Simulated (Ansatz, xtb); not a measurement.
## AlBrFGeH+: where a starting geometry ends

The starting geometry of this gas-phase doublet has its atoms placed at random.

```yaml
atoms:
  - { symbol: Al, position_ang: [-0.0659, 1.6506, 0.9176] }
  - { symbol: Br, position_ang: [-0.1348, -0.9389, -0.9795] }
  - { symbol: F, position_ang: [0.0523, 1.2958, -1.2081] }
  - { symbol: Ge, position_ang: [0.5462, -1.0778, 1.0941] }
  - { symbol: H, position_ang: [1.1980, 0.9622, 0.0265] }
```

Question: One run relaxed it with r2SCAN-D4/def2-SVP. What is a likely outcome?

Answer: It ends as a structure with Br2 bridging Al1 and Ge4, H5 bridging Al1 and Ge4, given below by its coordinates. Distances that change by over a tenth: Br2–Ge4 (2.19 → 2.41 Å). Contacts that close: Al1–Br2 (3.21 → 2.56 Å), Al1–F3 (2.16 → 1.65 Å), Ge4–H5 (2.39 → 1.73 Å).

The energy falls by 4.61 eV over 23 steps:

| step | E − E(last) (eV) |
| --- | --- |
| 1 | 4.614 |
| 3 | 2.124 |
| 6 | 0.719 |
| 8 | 0.430 |
| 11 | 0.334 |
| 13 | 0.329 |
| 16 | 0.319 |
| 18 | 0.279 |
| 21 | 0.002 |
| 23 | 0.000 |

Final geometry (Å):

```xyz
5

Al   -0.4244    1.3694    0.0902
Br   -0.6713   -1.0667   -0.6661
F     0.3739    2.0722   -1.1765
Ge    1.4026   -1.0380    0.5683
H     0.9149    0.5549    1.0348
```

From the same start GFN2-xTB ends elsewhere, differing in Al1–Ge4 (2.73 against 3.06 Å here), Ge4–H5 (3.71 against 1.73 Å here).

From so rough a start the end depends on the optimiser's path, so another program may land elsewhere. No frequencies were run, so the end isn't proven a minimum. Open shells are spin-unrestricted. Run with Ansatz 0.2.0, 2.3 min on 2 threads of Intel(R) Xeon(R) Platinum 8375C CPU @ 2.90GHz (Ice Lake), with other jobs on the host.
